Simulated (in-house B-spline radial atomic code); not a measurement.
The numbers below are computed, except where a source is named.
## Two electrons in InAs: a parabolic dot with ħω = 6.22 meV in all three directions with an ionised donor at its centre

For InAs the NSM archive of the Ioffe Institute lists m* = 0.023 m0 and ε = 15.15. Real donors also feel a central-cell potential, which shifts the ground state. In so narrow a gap the band flattens within tens of meV, so real spacings are smaller, by up to some tenths.

Effective-mass model with parabolic bands, a uniform dielectric constant, no image charges, no central-cell or spin-orbit terms. Two-electron levels come from full CI in B-splines with partial waves to l = 5 (up to 0.001 effective hartree above the limit).

Task: What are the effective units, and what is the potential in them?

Result: Ha* = 27211.386 meV × 0.023/15.15² = 2.727 meV and a* = 0.0529177 nm × 15.15/0.023 = 34.86 nm. The frequency is ω = 2.28 Ha*, with −1/r added.

In these units the lowest s and p orbitals lie at 1.5374 and 4.5265, and their Coulomb and exchange integrals are J_ss = 1.4164, J_sp = 1.0907 and K_sp = 0.1972. Full CI gives 4.4088 for the ground singlet, 6.9377 for the sp triplet, 7.2799 for the sp singlet and 8.8834 for the lowest triplet of two s orbitals.

Task: What does it cost to add the second electron, to first order and exactly?

Result: To first order E = 2ε_s + J_ss = 4.4911, so the charging energy E(2) − 2E(1) is J_ss = 3.862 meV. CI gives 4.4088 − 2 × (1.5374) = 1.3341, or 3.638 meV: relaxation and correlation lower it by 0.2244 meV, 5.8 % of J_ss. The s² configuration of one-electron orbitals holds 98.8 % of the state, and the mean radius is 23.6 nm.

Task: How far above the singlet do the triplets lie?

Result: To first order the sp triplet lies at ε_s + ε_p + J_sp − K_sp = 6.9574, which is 6.725 meV above 2ε_s + J_ss. CI gives 6.9377 − (4.4088) = 2.5289, or 6.896 meV, 85 % of the orbital spacing of 8.151 meV. The ss triplet lies 12.2 meV up, so the lower of the two is the sp one, and its gap equals k_BT at 80 K. The sp singlet-triplet splitting is 0.933 meV, against 2K_sp = 1.075 meV.
